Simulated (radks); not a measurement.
Polarisability of the silicon ion Si+, [Ne] 3s2 3p1, at imaginary frequency. Calculated with a radial shooting solver on a logarithmic mesh with Libxc functionals: scalar-relativistic Kohn-Sham, exchange-only LDA, spin-polarised, spherical densities, finite nucleus; open shells are filled with parallel spins first; Fermi nuclear charge, rms radius 3.1224 fm. Response by self-consistent Sternheimer equations with the Hartree and adiabatic exchange-only LDA kernel, the relativistic mass of each level held fixed and spin-orbit coupling left out.

w (hartree)  alpha1(iw) (bohr^3)
0.00266                    19.72
0.0143                     19.69
0.0360                     19.51
0.0697                     18.96
0.118                      17.69
0.186                      15.39
0.280                      12.12
0.413                      8.473
0.605                      5.258
0.892                      2.946
1.35                       1.523
2.12                      0.7401
3.59                      0.3380
6.94                      0.1314
17.5                     0.02990

Static values: alpha1 = 19.72 bohr^3 (2.923 angstrom^3; uncoupled 32.65). C6 = 105.1, triple-dipole C9 = 1530 atomic units. One-pole (London) frequency 4 C6 / (3 alpha1^2) = 0.360 hartree, against 0.411 for minus the highest occupied eigenvalue.
